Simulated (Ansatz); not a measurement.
Pulling the pair apart

The pair of H$_{2}$ (SMILES [H][H], atoms 1–2) and AlCl$_{3}$ (SMILES Cl[Al](Cl)Cl, atoms 3–6), both closed shells, in one local arrangement (a lower one may exist), relaxed at PBE0-D4/def2-TZVP:

```xyz
6
angstrom
H 0.5334 0.2265 -1.4812
H -0.2063 0.3736 -1.5436
Cl -1.3279 -1.7594 0.3721
Al -0.0723 -0.1299 0.6556
Cl 1.9697 -0.4347 0.8976
Cl -0.8965 1.7239 1.0994
```

AlCl$_{3}$ is shifted rigidly along the line between the mean atom positions of the two fragments (negative: closer). Counterpoise interaction energies in kcal/mol. Program: Ansatz 0.2.0. Basis: def2-TZVPPD. Cores are frozen in the correlated methods.

| shift (Å) | wB97M-V | PBE0-D4 | MP2 |
| --- | --- | --- | --- |
| -0.22 | -2.46 | -3.24 | -1.49 |
| -0.11 | -3.31 | -3.83 | -2.28 |
| 0.00 | -3.64 | -3.98 | -2.59 |
| 0.11 | -3.67 | -3.88 | -2.64 |
| 0.27 | -3.41 | -3.50 | -2.48 |
| 0.56 | -2.61 | -2.62 | -1.95 |
| 1.12 | -1.26 | -1.37 | -1.06 |
| 2.25 | -0.31 | -0.37 | -0.28 |

(1) What does CCSD(T) give at these shifts? (Judge from chemistry; the value comes from the calculation.)

T1 diagnostic: at most 0.009.

## Answers

(1) Computed: -1.18, -2.02, -2.38, -2.47, -2.35, -1.88, -1.04, -0.28 kcal/mol. For zero shift, CCSD(T) at an estimated basis limit (MP2 extrapolated from triple and quadruple zeta, plus CCSD(T) − MP2 in triple zeta) gives -3.13 kcal/mol. These are counterpoise interaction energies, counted from the two frozen fragments.

For scale, one of the runs: CCSD(T)/def2-TZVPPD, 235 basis functions, launched by `ansatz run in.yaml --threads 4 --pin off --events-out ev --progress --plain --max-ram 9574MiB`. Hardware: 4 CPU threads of an Arm Neoverse V2, shared host. Wall time 59 s; peak host memory 3.7 GiB.
